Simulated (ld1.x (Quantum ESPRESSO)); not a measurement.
# fluorine, TM: configuration errors across variants

```
Element                 : F (Z = 9)
Generator               : ld1.x (Quantum ESPRESSO) 7.5
Type                    : norm-conserving Troullier–Martins (Kleinman–Bylander form)
Functional              : PBEsol
Relativity              : non-relativistic
Frozen core             : [He]
Valence charge          : 7
Reference configuration : 2s2 2p5
Partial waves           : 2p (bound): rc 1.50 bohr; 2s (bound): rc 0.75 bohr
Local potential         : the s channel
Core correction         : none
```

All-electron excitation energies from the reference (eV): (1) 2s2 2p4 19.328; (2) 2s2 2p3 57.616; (3) 2s2 2p2 118.110; (4) 2s2 2p5.3 -2.656; (5) 2s1 2p6 18.607; (6) 2s2 2p4.5 7.516; (7) 2s2 2p1 203.699.

Errors AE − PS in meV (a dash: test not solved or not reliable):

```csv
change,(1),(2),(3),(4),(5),(6),(7),bound ghosts
base,+24,+231,+987,+0.2,+18,+3.1,+2887,none
wave 2s (bound): rc 0.75 bohr becomes 2s (bound): rc 0.66 bohr,+23,+229,+979,+0.2,+16,+3.1,+2869,none
wave 2s (bound): rc 0.75 bohr becomes 2s (bound): rc 0.76 bohr,+24,+232,+991,+0.2,+18,+3.2,+2895,none
wave 2s (bound): rc 0.75 bohr becomes 2s (bound): rc 0.90 bohr,+27,+250,+1042,+0.3,+26,+3.8,+3007,none
wave 2s (bound): rc 0.75 bohr becomes 2s (bound): rc 0.96 bohr,+28,+259,+1067,+0.4,+28,+4.1,+3058,none
wave 2s (bound): rc 0.75 bohr becomes 2s (bound): rc 1.10 bohr,+35,+296,+1168,+0.7,+34,+5.5,+3260,none
```

Task: Give the same row for: wave 2s (bound): rc 0.75 bohr becomes 2s (bound): rc 0.50 bohr.

Result: +25, +239, +1010, +0.2, +40, +3.4, +2938; bound ghosts: none.
